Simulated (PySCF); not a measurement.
Run record: core-ionisation job, `CC[SiH2]P`.

Computed with delta-SCF UKS SCAN, pcX-2 on the ionised atom, pcseg-1 elsewhere, spin-free X2C (PySCF 2.14.0). Geometry: PBE0-D3(BJ)/def2-SVP. The command runs a driver script over a list of jobs; the input below is this job's line of settings and its coordinates in Å.

Command:
```bash
OMP_NUM_THREADS=1 python probes_run.py task.json out
```

Input:
```
{"job": {"kind": "xps"}, "charge": 0, "multiplicity": 1}
C     -1.641687     0.670701    -0.367107
C     -0.861194    -0.639638    -0.356376
Si     0.696115    -0.607300     0.710030
P      2.044103     1.075364    -0.005844
H     -2.540218     0.603190    -1.000291
H     -1.030689     1.503992    -0.748941
H     -1.973199     0.951710     0.645186
H     -1.491810    -1.468245     0.011576
H     -0.560828    -0.925453    -1.379868
H      0.346530    -0.300810     2.133609
H      1.378448    -1.939560     0.671286
H      3.144819     0.681058     0.815570
H      2.511450     0.343860    -1.142090
```

Output:
```
ground state, core basis on atom 0 (C), 140 functions
  cycle   1  E = -713.68008714  |g| = 4.46e-01
  cycle   2  E = -713.62451119  |g| = 6.25e-01
  cycle   3  E = -713.73599876  |g| = 4.84e-02
  cycle   4  E = -713.73669097  |g| = 1.66e-02
  cycle   5  E = -713.73677190  |g| = 6.86e-03
  cycle   6  E = -713.73678876  |g| = 1.45e-03
  cycle   7  E = -713.73679037  |g| = 4.63e-04
  E(ground) = -713.79352304 Eh
hole in C 1s of atom 0
  cycle   1  E = -702.49364250  |g| = 1.50e+00
  cycle   2  E = -701.82315173  |g| = 1.80e+00
  cycle   3  E = -703.01169241  |g| = 3.15e-01
  cycle   4  E = -703.05139633  |g| = 7.53e-02
  cycle   5  E = -703.05346697  |g| = 3.84e-02
  cycle   6  E = -703.05425125  |g| = 9.53e-03
  cycle   7  E = -703.05431429  |g| = 3.15e-03
  cycle   8  E = -703.05432307  |g| = 1.25e-03
  cycle   9  E = -703.05432405  |g| = 6.63e-04
  cycle  10  E = -703.05432561  |g| = 1.91e-04
  E(ion) = -703.11020085 Eh   <S^2> = 0.7691   hole on atom = 1.000   binding energy = 290.708 eV
ground state, core basis on atom 1 (C), 140 functions
  cycle   1  E = -713.73769729  |g| = 5.89e-02
  cycle   2  E = -713.73763556  |g| = 2.57e-02
  cycle   3  E = -713.73769160  |g| = 2.10e-02
  cycle   4  E = -713.73779957  |g| = 1.62e-03
  cycle   5  E = -713.73780324  |g| = 3.31e-04
  E(ground) = -713.79486375 Eh
hole in C 1s of atom 1
  cycle   1  E = -702.49355725  |g| = 1.51e+00
  cycle   2  E = -701.75846193  |g| = 1.85e+00
  cycle   3  E = -703.02355056  |g| = 3.29e-01
  cycle   4  E = -703.06689326  |g| = 8.86e-02
  cycle   5  E = -703.07069323  |g| = 3.54e-02
  cycle   6  E = -703.07153664  |g| = 8.40e-03
  cycle   7  E = -703.07159334  |g| = 3.48e-03
  cycle   8  E = -703.07160523  |g| = 1.31e-03
  cycle   9  E = -703.07160704  |g| = 7.03e-04
  cycle  10  E = -703.07160659  |g| = 1.33e-04
  E(ion) = -703.12740863 Eh   <S^2> = 0.7693   hole on atom = 1.000   binding energy = 290.276 eV
ground state, core basis on atom 2 (Si), 151 functions
  cycle   1  E = -713.83110722  |g| = 2.86e-01
  cycle   2  E = -713.83113562  |g| = 3.54e-02
  cycle   3  E = -713.83105956  |g| = 3.13e-02
  cycle   4  E = -713.83126130  |g| = 7.64e-03
  cycle   5  E = -713.83127898  |g| = 8.07e-04
  cycle   6  E = -713.83127769  |g| = 1.45e-04
  E(ground) = -713.84652290 Eh
hole in Si 1s of atom 2
  cycle   1  E = -644.90501557  |g| = 4.35e+00
  cycle   2  E = -644.83040895  |g| = 2.21e+00
  cycle   3  E = -645.41499099  |g| = 8.77e-01
  cycle   4  E = -645.89762762  |g| = 3.25e-01
  cycle   5  E = -645.97452687  |g| = 6.33e-02
  cycle   6  E = -645.97653524  |g| = 3.36e-02
  cycle   7  E = -645.97732762  |g| = 8.57e-03
  cycle   8  E = -645.97737496  |g| = 2.12e-03
  cycle   9  E = -645.97737810  |g| = 4.74e-04
  E(ion) = -646.00088743 Eh   <S^2> = 0.7526   hole on atom = 1.000   binding energy = 1846.174 eV
hole in Si 2p of atom 2
  cycle   1  E = -709.56378878  |g| = 1.24e+00
  cycle   2  E = -709.27312507  |g| = 1.21e+00
  cycle   3  E = -709.82528114  |g| = 3.12e-01
  cycle   4  E = -709.89344299  |g| = 9.63e-02
  cycle   5  E = -709.89993624  |g| = 2.77e-02
  cycle   6  E = -709.90043346  |g| = 8.24e-03
  cycle   7  E = -709.90047514  |g| = 2.40e-03
  cycle   8  E = -709.90047769  |g| = 8.35e-04
  cycle   9  E = -709.90047830  |g| = 4.05e-04
  E(ion) = -709.92762434 Eh   <S^2> = 0.7531   hole on atom = 1.002   binding energy = 106.639 eV
  2p3/2 = 106.419 eV   2p1/2 = 107.042 eV
ground state, core basis on atom 3 (P), 151 functions
  cycle   1  E = -713.84984770  |g| = 3.40e-01
  cycle   2  E = -713.84967365  |g| = 4.26e-02
  cycle   3  E = -713.84926368  |g| = 5.63e-02
  cycle   4  E = -713.85033654  |g| = 3.49e-03
  cycle   5  E = -713.85033721  |g| = 8.73e-04
  cycle   6  E = -713.85033758  |g| = 1.77e-04
  E(ground) = -713.87718645 Eh
hole in P 1s of atom 3
  cycle   1  E = -633.69812772  |g| = 4.72e+00
  cycle   2  E = -632.60483433  |g| = 2.44e+00
  cycle   3  E = -631.19115959  |g| = 1.84e+00
  cycle   4  E = -634.80998667  |g| = 2.60e-01
  cycle   5  E = -634.83458915  |g| = 1.67e-01
  cycle   6  E = -634.84893160  |g| = 4.81e-02
  cycle   7  E = -634.85012577  |g| = 1.30e-02
  cycle   8  E = -634.85022101  |g| = 4.36e-03
  cycle   9  E = -634.85023091  |g| = 1.20e-03
  cycle  10  E = -634.85023172  |g| = 3.81e-04
  E(ion) = -634.87738610 Eh   <S^2> = 0.7520   hole on atom = 1.000   binding energy = 2149.694 eV
hole in P 2p of atom 3
  cycle   1  E = -708.43534428  |g| = 1.38e+00
  cycle   2  E = -708.15012061  |g| = 1.28e+00
  cycle   3  E = -708.75209991  |g| = 3.26e-01
  cycle   4  E = -708.81788515  |g| = 1.33e-01
  cycle   5  E = -708.82624497  |g| = 5.32e-02
  cycle   6  E = -708.82781071  |g| = 1.33e-02
  cycle   7  E = -708.82791031  |g| = 5.18e-03
  cycle   8  E = -708.82792790  |g| = 1.16e-03
  cycle   9  E = -708.82792847  |g| = 5.64e-04
  cycle  10  E = -708.82792879  |g| = 3.31e-04
  E(ion) = -708.86467389 Eh   <S^2> = 0.7536   hole on atom = 1.002   binding energy = 136.397 eV
  2p3/2 = 136.164 eV   2p1/2 = 137.055 eV
```

Cycles run on a coarse grid; E(ground) and E(ion) are re-evaluated on a finer one, so they differ from the last cycle. For a 2p shell the printed binding energy is that of one 2p hole without spin–orbit coupling; the 2p3/2 and 2p1/2 values follow from a further step that adds the ground-state splitting of the three 2p orbitals and a mean-field spin–orbit operator, and the shell mean corrects the one hole to the average of the three. The program numbers atoms from 0.

Problem. How does the 1s binding energy of C1 follow from the two total energies?

Solution. E(ion) − E(ground) = -703.11020085 − (-713.79352304) = 10.683322 Eh, times 27.211386 eV gives 290.71 eV.

Main results: C1s of C1 290.71 eV; C1s of C2 290.28 eV; Si1s of Si3 1846.17 eV; Si2p of Si3 106.63 eV (mean of the 2p shell); P1s of P4 2149.69 eV; P2p of P4 136.46 eV (mean of the 2p shell).

Geometry: PBE0-D3(BJ)/def2-SVP, one conformer, isolated molecule.

Problem. Estimate the wall time. Hardware: Arm Neoverse V2, one thread, no GPU, on a shared host. And the peak memory of the process?

Solution. About 30 s, with 0.50 GiB resident at the peak, the Python interpreter and its libraries included.
Labels such as C1 count atoms from 1, the log's own numbers from 0.
